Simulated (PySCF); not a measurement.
## Calculated properties of 3-cyanothiophene (`N#CC1=CSC=C1`)

Compound: 3-cyanothiophene, C₅H₃NS.
Geometry (PBE0-D3(BJ)/def2-TZVP, Å), atoms numbered from 1 in this order:
```xyz
10
C5H3NS angstrom
N     -3.045   -0.824   -0.069
C     -1.928   -0.544   -0.110
C     -0.552   -0.198   -0.152
C      0.163    0.363    0.944
C      1.465    0.599    0.634
S      1.825    0.143   -0.972
C      0.237   -0.372   -1.261
H     -0.285    0.575    1.905
H      2.234    1.015    1.267
H     -0.057   -0.775   -2.217
```

Structural features include: nitrile and aromatic ring with sulfur.

PBE0-D3(BJ)/def2-TZVP geometry optimisation, gas phase (PySCF):

| Quantity | Value |
| --- | --- |
| Point group | Cs |
| Rotational constants A, B, C | 7.188, 1.507, 1.246 GHz |

**B97-2/pcSseg-2 ground state and GIAO shieldings, non-relativistic (PySCF)**

| Quantity | Value |
| --- | --- |
| Dipole moment | 4.35 D |
| HOMO energy | -7.40 eV |
| LUMO energy | -1.55 eV |
| HOMO–LUMO gap | 5.85 eV |
| 13C chemical shifts (computed TMS as zero) by class | 143.2 (C7), 137.1 (C4), 133.8 (C5), 120.8 (C2), 119.3 (C3) ppm |
| 1H chemical shifts (computed TMS as zero) by class | 7.90 (H10), 7.56 (H8), 7.40 (H9) ppm |
| Isotropic shieldings of nuclei other than C and H, by class | -44 (N1), 259 (S6) ppm |

Monoisotopic mass (most abundant isotopes): 108.9986 u.

The rotational constants make it an asymmetric top with κ = (2B − A − C)/(A − C) = -0.91, nearer the prolate limit (−1). The dipole equals about 14.5 × 10⁻³⁰ C·m (1 D = 3.33564 × 10⁻³⁰ C·m). With B = h/(8π²I), that is 505.379 GHz u Å² over I, the principal moments of inertia are 70.3, 335.3 and 405.6 u Å² (most abundant isotopes).

Geometry: PBE0-D3(BJ)/def2-TZVP; no solvent, vibrations or thermal averaging.

For the NMR shielding job (B97-2/pcSseg-2), the run took 20 s on AMD EPYC 9R45, one thread, shared host with 192 logical CPUs at a one-minute load of 46, and the process peaked at 1.4 GiB of memory.
